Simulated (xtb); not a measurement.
Input for xtb: GFN1-xTB on CuHO (SMILES [OH][Cu]).

```
$ xtb mol.xyz --gfn 1 --sp --chrg 0 --uhf 0
3

Cu     0.25450769    -0.14308466    -1.30287007
O      0.26002013    -0.16820843     0.49234361
H     -0.51452781     0.31129309     0.81052646
```

The log:

```
[...]
           -------------------------------------------------
          |                Calculation Setup                |
           -------------------------------------------------



           -------------------------------------------------
          |                 G F N 1 - x T B                 |
           -------------------------------------------------

        Reference                      10.1021/acs.jctc.7b00118
      * Hamiltonian:
        H0-scaling (s, p, d)           1.850000    2.250000    2.000000
        zeta-weighting                 0.000000
      * Dispersion:
        s8                             2.400000
        a1                             0.630000
        a2                             5.000000
        s9                             0.000000
      * Repulsion:
        kExp                           1.500000
        rExp                           1.000000
      * Coulomb:
        alpha                          2.000000
        third order                    atomic
        anisotropic                    false
      * Halogen bond correction:
        rad-scale                      1.300000
        damping                        0.440000


          ...................................................
          :                      SETUP                      :
          :.................................................:
          :  # basis functions                  16          :
          :  # atomic orbitals                  15          :
          :  # shells                            7          :
          :  # electrons                        18          :
          :  # halogen bonds                     0          :
          :  max. iterations                   250          :
          :  Hamiltonian                  GFN1-xTB          :
          :  restarted?                      false          :
          :  GBSA solvation                  false          :
          :  PC potential                    false          :
          :  electronic temp.          300.0000000     K    :
          :  accuracy                    1.0000000          :
          :  -> integral cutoff          0.2500000E+02      :
          :  -> integral neglect         0.1000000E-07      :
          :  -> SCF convergence          0.1000000E-05 Eh   :
          :  -> wf. convergence          0.2000000E-04 e    :
          :  Broyden damping             0.4000000          :
          :  net charge                          0          :
          :  unpaired electrons                  0          :
          ...................................................

 iter      E             dE          RMSdq      gap      omega  full diag
   1     -9.7085365 -0.970854E+01  0.130E+01    3.24       0.0  T
   2     -9.7140651 -0.552858E-02  0.746E+00    3.17       1.0  T
   3     -9.7140762 -0.111562E-04  0.656E-01    3.15       1.0  T
   4     -9.7140797 -0.344798E-05  0.222E-02    3.14       2.6  T
   5     -9.7140801 -0.397733E-06  0.221E-03    3.14      26.1  T
   6     -9.7140801 -0.117926E-07  0.403E-04    3.14     143.4  T
   7     -9.7140801  0.506031E-10  0.224E-04    3.14     257.7  T
   8     -9.7140801 -0.115767E-09  0.370E-08    3.14  100000.0  T
   9     -9.7140801 -0.177636E-14  0.440E-09    3.14  100000.0  T

   *** convergence criteria satisfied after 9 iterations ***

         #    Occupation            Energy/Eh            Energy/eV
      -------------------------------------------------------------
         1        2.0000           -0.7063208             -19.2200
       ...           ...                  ...                  ...
         3        2.0000           -0.4808193             -13.0838
         4        2.0000           -0.4678699             -12.7314
         5        2.0000           -0.4222016             -11.4887
         6        2.0000           -0.4221991             -11.4886
         7        2.0000           -0.4191600             -11.4059
         8        2.0000           -0.4128316             -11.2337
         9        2.0000           -0.4014964             -10.9253 (HOMO)
        10                         -0.2859602              -7.7814 (LUMO)
        11                         -0.1596631              -4.3447
        12                         -0.1433073              -3.8996
        13                         -0.0671515              -1.8273
        14                          0.2908276               7.9138
        15                          0.4538319              12.3494
      -------------------------------------------------------------
                  HL-Gap            0.1155363 Eh            3.1439 eV
             Fermi-level           -0.3437283 Eh           -9.3533 eV

 SCC (total)                   0 d,  0 h,  0 min,  0.002 sec
 SCC setup                      ...        0 min,  0.000 sec (  4.882%)
 Dispersion                     ...        0 min,  0.000 sec (  2.252%)
 classical contributions        ...        0 min,  0.000 sec (  1.326%)
 integral evaluation            ...        0 min,  0.000 sec ( 22.243%)
 iterations                     ...        0 min,  0.001 sec ( 45.874%)
 molecular gradient             ...        0 min,  0.000 sec ( 17.983%)
 printout                       ...        0 min,  0.000 sec (  5.029%)

         :::::::::::::::::::::::::::::::::::::::::::::::::::::
         ::                     SUMMARY                     ::
         :::::::::::::::::::::::::::::::::::::::::::::::::::::
         :: total energy              -9.693875830867 Eh    ::
         :: gradient norm              0.018273355330 Eh/a0 ::
         :: HOMO-LUMO gap              3.143901685771 eV    ::
         ::.................................................::
         :: SCC energy                -9.714080091623 Eh    ::
         :: -> electrostatic           0.070060204053 Eh    ::
         :: repulsion energy           0.020528230588 Eh    ::
         :: dispersion energy         -0.000323969832 Eh    ::
         :: halogen bond corr.         0.000000000000 Eh    ::
         :: add. restraining           0.000000000000 Eh    ::
         :: total charge              -0.000000000000 e     ::
         :::::::::::::::::::::::::::::::::::::::::::::::::::::

           -------------------------------------------------
          |                Property Printout                |
           -------------------------------------------------

    * Orbital Energies and Occupations

         #    Occupation            Energy/Eh            Energy/eV
      -------------------------------------------------------------
         1        2.0000           -0.7063208             -19.2200
         2        2.0000           -0.5446360             -14.8203
         3        2.0000           -0.4808193             -13.0838
         4        2.0000           -0.4678699             -12.7314
         5        2.0000           -0.4222016             -11.4887
         6        2.0000           -0.4221991             -11.4886
         7        2.0000           -0.4191600             -11.4059
         8        2.0000           -0.4128316             -11.2337
         9        2.0000           -0.4014964             -10.9253 (HOMO)
        10                         -0.2859602              -7.7814 (LUMO)
        11                         -0.1596631              -4.3447
        12                         -0.1433073              -3.8996
        13                         -0.0671515              -1.8273
        14                          0.2908276               7.9138
        15                          0.4538319              12.3494
      -------------------------------------------------------------
                  HL-Gap            0.1155363 Eh            3.1439 eV
             Fermi-level           -0.3437283 Eh           -9.3533 eV
Note: The following floating-point exceptions are signalling: IEEE_DENORMAL
normal termination of xtb

  Mulliken/CM5 charges         n(s)   n(p)   n(d)
     1Cu    0.36255  0.45578   0.338  0.384  9.915
     2O    -0.68529 -0.94446   1.677  5.008  0.000
     3H     0.32274  0.48868   0.677  0.000  0.000

Wiberg/Mayer (AO) data.
largest (>0.10) Wiberg bond orders for each atom

 ---------------------------------------------------------------------------
     #   Z sym  total        # sym  WBO       # sym  WBO       # sym  WBO
 ---------------------------------------------------------------------------
     1  29 Cu   1.121 --     2 O    1.086
     2   8 O    1.954 --     1 Cu   1.086     3 H    0.868
     3   1 H    0.903 --     2 O    0.868
 ---------------------------------------------------------------------------

Topologies differ in total number of bonds
Writing topology from bond orders to xtbtopo.mol

 dipole moment from electron density (au)
     X       Y       Z
  -0.6746   0.4422  -1.7528  total (Debye):    4.904


           -------------------------------------------------
          | TOTAL ENERGY               -9.693875830867 Eh   |
          | GRADIENT NORM               0.018273355330 Eh/α |
          | HOMO-LUMO GAP               3.143901685771 eV   |
           -------------------------------------------------

------------------------------------------------------------------------
------------------------------------------------------------------------
 total:
 SCF:
```

The run finished.

Cost: around 0.03 core-seconds (rough).
